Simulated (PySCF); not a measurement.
Ge(H)2(vinyl)2 (C4H8Ge), SMILES C=[CH][GeH2][CH]=C. Heavy atoms are numbered as in [GeH2:1]([CH:2]=[CH2:3])[CH:4]=[CH2:5]. Hydrogens are named by the atom that carries them.

Coordinates come from a r2SCAN-D4/def2-SVP optimisation. One conformer was computed; it need not be the lowest.

Method: ωB97X/def2-TZVP (PySCF).

ESP charges are fitted to the potential on shells at 1.4 to 2.0 van der Waals radii. Atomic charges (e), one atom of each kind:

| atom | Mulliken | IAO | ESP fit | Löwdin |
|---|---|---|---|---|
| Ge1 (GeH2) | 0.28 | 0.69 | 0.31 | 0.50 |
| C2 (CH) | -0.28 | -0.39 | -0.22 | -0.35 |
| C3 (CH2) | -0.25 | -0.27 | -0.41 | -0.22 |
| H on Ge1 | 0.00 | -0.11 | -0.06 | -0.05 |
| H on C2 | 0.14 | 0.15 | 0.16 | 0.14 |
| H on C3 | 0.13 | 0.15 | 0.18 | 0.12 |
